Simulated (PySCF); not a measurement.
**[EuH2]+ at several levels of theory**

Computed with PySCF 2.14.0 (density fitting, no spin-orbit coupling) at the geometry relaxed with PBE0:

```xyz
3
[EuH2]+ (singlet in the valence; each metal's 4f electrons, 6 of them, lie in its core potential, out of spins and levels)
Eu    0.0000    0.0000   -0.1850
H     1.5460    0.0000    0.9837
H    -1.5460    0.0000    0.9837
```

```json
{"level": "PBE0", "basis": "Eu lcecp-1-SVP with ECP52, H def2-SVP", "state": "singlet", "HOMO (eV)": "-12.67", "gap (eV)": "4.98", "charge on Eu1 (e)": "1.24", "population of f-type functions on Eu1 (polarisation alone where 4f lies in the core)": "0.02", "dipole about the centre of mass (D)": "4.35", "largest force component (eV/Å)": "0.00"}
{"level": "BP86", "basis": "the same", "state": "singlet", "HOMO (eV)": "-11.64", "gap (eV)": "3.22", "charge on Eu1 (e)": "1.18", "population of f-type functions on Eu1 (polarisation alone where 4f lies in the core)": "0.01", "dipole about the centre of mass (D)": "3.98", "largest force component (eV/Å)": "0.18"}
{"level": "PBE0", "basis": "Eu lcecp-1-TZVP with ECP52, H def2-TZVP", "state": "singlet", "HOMO (eV)": "-12.66", "gap (eV)": "4.99", "charge on Eu1 (e)": "1.31", "population of f-type functions on Eu1 (polarisation alone where 4f lies in the core)": "0.02", "dipole about the centre of mass (D)": "4.43", "largest force component (eV/Å)": "0.06"}
```

In the lcecp rows the 4f levels are missing from HOMO and gap, and the state counts the valence alone.

Charges are Mulliken's, which hang on the basis. The relaxation used the grid (50, 194), these runs (75, 302) or, all-electron (x2c bases, spin-free X2C Hamiltonian), (99, 590).

Question: What does HF with Eu lcecp-1-SVP with ECP52, H def2-SVP give here?

Answer: state singlet, HOMO (eV) -15.41, gap (eV) 10.28, charge on Eu1 (e) 1.48, population of f-type functions on Eu1 (polarisation alone where 4f lies in the core) 0.02, dipole about the centre of mass (D) 5.47, largest force component (eV/Å) 0.20. Time: 0.4 s on 2 threads of Arm Neoverse V1, with other jobs on the host, from an already converged density.

In the first row's basis the gap widens with exact exchange: 3.2 eV for BP86 (none); 5.0 eV for PBE0 (a fixed share); 10.3 eV for Hartree–Fock (rising or full at long range).

An lcecp potential fixes the number of 4f electrons, so in runs with it no electron can move into or out of that shell.
